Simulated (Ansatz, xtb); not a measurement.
Isomers of AlF3H5NSi in order of energy

4 gas-phase structures of AlF3H5NSi, from a drawn sample of its isomers (lower ones may exist). Each was relaxed with GFN2-xTB:

A. `[F][Al-]([F])([F])[NH2+][SiH3]`, a singlet
B. `[F][AlH2-][NH2+][SiH](F)F`, a singlet
C. a singlet given by its coordinates
D. `[NH3+][Al-]([F])([F])[SiH2]F`, a singlet

C (Å):

| atom | x (Å) | y (Å) | z (Å) |
| --- | --- | --- | --- |
| Al | -2.0264 | 1.1391 | -2.6837 |
| F | -2.4553 | -0.4774 | -2.9148 |
| F | -3.1847 | 1.9862 | -1.8473 |
| F | -1.4536 | 1.8500 | -4.0707 |
| N | -0.4167 | -1.3111 | -1.2286 |
| Si | -0.1513 | 0.6836 | -1.1848 |
| H | -0.3543 | -1.6062 | -2.1995 |
| H | -1.3719 | -1.4959 | -0.9329 |
| H | 0.2241 | -1.8635 | -0.6657 |
| H | -0.0798 | 0.6719 | 0.2926 |
| H | 1.2941 | 0.5289 | -1.4596 |

Close contacts (Å): Al1–F2 1.69, Al1–F3 1.66, Al1–F4 1.66, Al1–Si6 2.44, N5–Si6 2.01, N5–H7 1.02, N5–H8 1.02, N5–H9 1.02, Si6–H10 1.48, Si6–H11 1.48.

Task: Make a reasoned guess at their ranking by r2SCAN-D4/def2-SVP single-point energy.

Result: Calculated order at r2SCAN-D4/def2-SVP: A (0.0), D (103.8), C (117.4), B (133.8) kJ/mol.

Energies above the lowest of each column, in kJ/mol; the last columns are at PBE0-D4/def2-SVP geometries and were run for some of them only (a dash: not run or not comparable):

```
structure  GFN2-xTB  HF/STO-3G  r2SCAN-D4/def2-SVP  PBE0-D4/def2-SVP  CCSD(T)/def2-SVP + ΔMP2/def2-TZVPP
        A       0.0        0.0                 0.0               0.0                                 0.0
        D     127.9      143.8               103.8              73.1                               100.6
        C     120.4      211.6               117.4              90.3                               122.3
        B      96.1      156.8               133.8                 –                                   –
```

Every level run on A puts it lowest or level with the lowest. Flexible structures stand in one conformer each, not always the lowest. Frequencies (GFN2-xTB) were run for A, C, D alone. ΔMP2 is the change of the MP2 energy from the smaller to the larger basis.

Over these structures GFN2-xTB departs from r2SCAN-D4/def2-SVP by 17.5 kJ/mol on average once a common shift is removed. A GFN2-xTB relaxation took about 0.13 s and the r2SCAN-D4/def2-SVP energy about 1.9 s on a shared host (Ansatz 0.2.0, xtb 6.7.1).
